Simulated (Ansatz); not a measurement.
Cartesian coordinates in Å:
```
O 2.276 -0.849 2.354
Si 1.905 -1.356 0.838
C 0.381 -0.551 0.222
C -0.619 0.004 -0.186
Ge -2.187 0.866 -0.846
O -1.711 2.290 -1.794
H 2.328 0.095 2.511
H 1.696 -2.816 0.933
H 2.981 -1.041 -0.135
H -2.952 -0.140 -1.720
H -3.022 1.419 0.307
H -1.077 2.079 -2.484
```

Charge 0, multiplicity 1.

Q: List the B3LYP/def2-TZVPP orbital energies in eV (Ansatz 0.2.0). (Estimate.)

A: The calculation gave: Occupied: -10851.03, -1799.81, -1355.34, -1206.25, -1206.24, -1206.23, -520.82, -520.56, -277.07, -276.80, -169.94, -144.23, -120.22, -120.19, -120.16, -99.58, -99.55, -99.53, -33.90, -33.78, -33.73, -33.69, -33.68, -27.72, -26.95, -20.58, -16.47, -15.85, -13.99, -13.16, -11.48, -10.89, -10.81, -10.48, -9.91, -9.60, -8.99, -8.63, -8.10, -8.05. Lowest empty: -1.11, -1.07, 0.66, 0.75, 0.83, 1.34, 1.44, 1.94.

B3LYP here is the variant with VWN-RPA as its local correlation; programs differ in this.
